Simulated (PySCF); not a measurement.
# Identify the compound

An unknown has the formula C₇H₅F₃O. Its calculated NMR data are:

1H NMR (400 MHz, computed): δ 6.58 (ddd, J = 18.6, 11.8, 1.2 Hz, 1H), 6.00 (dd, J = 11.8, 1.6 Hz, 1H), 5.94 (dd, J = 18.6, 1.6 Hz, 1H), 3.80 (t, J = 1.3 Hz, 1H), 3.67 (d, J = 1.4 Hz, 1H).

13C{1H} NMR (computed): δ 140.2 (C, q, J = 1.9 Hz), 136.5 (CH2), 130.7 (C, q, J = 342.3 Hz), 124.8 (CH), 123.4 (C), 114.6 (C), 63.1 (CH2).

PySCF 2.14.0 with density-fitted response routines calculation with spin–spin couplings from B3LYP/pcJ-1 (spin–dipole term only in couplings to heteroatoms), PBE0-D3(BJ)/def2-SVP geometry and shieldings: GIAO B97-2/pcSseg-2; no solvent model, averaged over atoms made equivalent by symmetry, fast rotation or ring inversion, relativity neglected, single conformer.

Referencing at the same level of theory: 1H (31.36 ppm), 13C (183.46 ppm) vs TMS.

Deduce the structure.

Results:


- The formula gives 4 degrees of unsaturation (1 ring in the answer).
- 7 carbon signals for 7 carbons: no two carbons are equivalent.
- Carbon types of the structure: 4 × C, 1 × CH, 2 × CH2, which accounts for all hydrogens.
- δC 140.2: alkene carbon bearing oxygen; an sp2 carbon further deshielded by the attached heteroatom.
- δC 136.5, 63.1: terminal =CH2 carbon.
- δC 130.7: CF3 carbon; 4 electronegative neighbours deshield it.
- δC 124.8: alkene CH; the olefinic region.
- δC 123.4: fully substituted alkene carbon; as expected for a trigonal carbon in a double bond.
- δC 114.6: β carbon of an enol-ether or enamine type C=C; the O or N lone pair pushes π density onto this β carbon and shields it.
- δH 6.58: hydrogen on an alkene CH; attached to an sp2 carbon and in the plane of the double bond.
- The protons at 5.94 and 6.58 share a coupling of 18.6 Hz (vicinal, trans across C=C).
- The protons at 6.00 and 6.58 share a coupling of 11.8 Hz (vicinal, cis across C=C).

These data were computed for `InChI=1S/C7H5F3O/c1-3-5-4(2)6(5)11-7(8,9)10/h3H,1-2H2`.

This is the structure that produced the data.

C–F couplings over four or more bonds (about 3 Hz to the para carbon of a fluoroarene) are left out. Common functionals overestimate the size of one-bond C–F couplings by tens of Hz; these are unscaled. Splittings below 1 Hz are ignored in the labels, and close J values are merged. Unscaled 3J(H,H) at this level run about 10 % above measured values. Shifts are as computed. Against solution values, carbons near 30 ppm lie about +4 ppm off and those near 130 ppm about +7 ppm. Of 1309 compounds with measured shifts, 239 miss one by over three times the rms of a fit or turn the order of signals round; such compounds aren't used in these exercises.
